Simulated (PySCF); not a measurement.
## Löwdin shares of the frontier orbitals

Species: (MgTe)4 cube, Mg₄Te₄.
Cartesian coordinates in Å at the PBE0-D3(BJ)/def2-SVP level; atoms count from 1:
```xyz
8
Mg4Te4 angstrom
Mg    -0.4587    1.7596   -0.6239
Te    -2.6558    0.0605   -0.6144
Mg    -1.0110   -0.4407    1.5702
Te     0.5638    1.8156    1.9568
Mg     1.9051   -0.0630    0.4095
Te     1.4716    0.6017   -2.2483
Mg    -0.3663   -1.3007   -1.3975
Te     0.6895   -2.5189    0.8640
```

Method: TDDFT wB97X-D/def2-SVPD, vertical, gas phase, core orbitals frozen in the response, def2 core potentials past Kr (PySCF 2.14.0, density-fitted response routines). Spin–orbit coupling is left out.

Frontier orbitals with the atoms that hold most of them (Löwdin shares over 4%, at most four atoms):

| orbital | ε (eV) | atoms |
| --- | --- | --- |
| LUMO+2 | 0.04 | Mg5 29%, Mg7 23%, Te8 14%, Te6 14% |
| LUMO+1 | 0.04 | Mg3 37%, Te2 15%, Te4 12%, Mg1 12% |
| LUMO | -1.01 | Mg3 18%, Mg5 18%, Mg7 18%, Mg1 18% |
| HOMO | -7.97 | Te4 29%, Te6 27%, Te8 13%, Te2 10% |
| HOMO-1 | -7.97 | Te4 29%, Te2 26%, Te8 17%, Mg7 8% |
| HOMO-2 | -7.97 | Te8 29%, Te6 25%, Te2 24%, Mg1 8% |
| HOMO-3 | -8.15 | Te4 35%, Te6 21%, Te8 13%, Te2 9% |

Within 0.005 eV of a neighbour in this list lie HOMO-2/HOMO-1/HOMO and LUMO+1/LUMO+2 (point group found: Td); within a degenerate set the shares of single atoms can hang on how the components are chosen.

How does S1 compare with the orbital gap of 6.96 eV?

S1 is at 3.35 eV (f = 0.0000), 3.61 eV below the gap, made of HOMO-2/HOMO-1/HOMO→LUMO (≥94%). S1/S2/S3 lie within about 0.01 eV of each other. Without the coupling terms of the response equations the lowest excitation would equal the gap.

Next come S2 at 3.35 eV (f 0.0000), HOMO-2/HOMO-1/HOMO→LUMO (≥94%); S3 at 3.35 eV (f 0.0000), HOMO-2/HOMO-1/HOMO→LUMO (≥94%); S4 at 3.60 eV (f 0.038), HOMO-3→LUMO (76%), HOMO-4→LUMO (14%); S5 at 3.60 eV (f 0.038), HOMO-4→LUMO (72%), HOMO-3→LUMO (11%), HOMO-5→LUMO (9%).

Orbitals of the list HOMO-3 to LUMO+2 that lie within 0.01 eV of each other are written together with a slash and their weights summed (≥ marks a lower bound); for degenerate orbitals outside that list single weights are arbitrary.

On one thread of an Intel Xeon Platinum 8375C at 2.90 GHz, shared host with 96 logical CPUs at a one-minute load of 35, this took 4.4 min of wall time (with the writing of density and orbital grids) and 1.5 GiB of memory at its peak.

One conformer stands for the species.
